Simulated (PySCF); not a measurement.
**[Gd(NH3)3]3+: from a saddle point downhill**

PySCF 2.14.0, RKS B3LYP, Gd lcecp-1-SVP with ECP53, N def2-SVP, H def2-SVP; non-relativistic Hamiltonian with scalar-relativistic core potentials where named; density fitting; no spin-orbit coupling. Relaxed within the symmetry of its start, the geometry (C3h) is

```xyz
13

Gd    0.0000    0.0000    0.0000
N     2.4519    0.0010    0.0000
H     2.9016   -0.4689    0.8106
H     2.9016   -0.4689   -0.8106
H     2.9020    0.9371    0.0000
N    -1.2268    2.1229    0.0000
H    -1.0447    2.7473    0.8106
H    -1.0447    2.7473   -0.8106
H    -2.2625    2.0446    0.0000
N    -1.2251   -2.1239    0.0000
H    -1.8569   -2.2784    0.8106
H    -1.8569   -2.2784   -0.8106
H    -0.6394   -2.9817    0.0000
```

and its lowest harmonic modes are -49, -48, -48, -43, 80, 80 cm⁻¹ (negative: unstable). It was moved along the lowest mode and relaxed again, within the group C3 that the move left.

Where does it end, and how much lower?

In C3, 0.044 eV lower, after 16 steps:
```xyz
13

Gd    0.0000    0.0000   -0.7843
N     2.3163   -0.0014   -0.0043
H     2.5449   -0.6649    0.7615
H     3.0188   -0.2442   -0.7317
H     2.6735    0.9026    0.3620
N    -1.1569    2.0066   -0.0043
H    -0.6966    2.5363    0.7615
H    -1.2980    2.7365   -0.7317
H    -2.1184    1.8641    0.3620
N    -1.1593   -2.0053   -0.0043
H    -1.8482   -1.8715    0.7615
H    -1.7208   -2.4923   -0.7317
H    -0.5551   -2.7666    0.3620
```

How do the contacts change?


| contact | saddle (Å) | end (Å) |
| --- | --- | --- |
| Gd1–N2 (NH3) | 2.452 | 2.444 |
| Gd1–N6 (NH3) | 2.452 | 2.444 |
| Gd1–N10 (NH3) | 2.452 | 2.444 |


Is the end a minimum?

Probably not: 3 of the modes stay unstable (below −25 cm⁻¹), though so soft as to be near the noise; lowest modes -34, -33, -33, 56, 79, 79 cm⁻¹.

An lcecp potential fixes the number of 4f electrons, so in runs with it no electron can move into or out of that shell.

State: singlet in the valence, with the 4f electrons in the core potential.
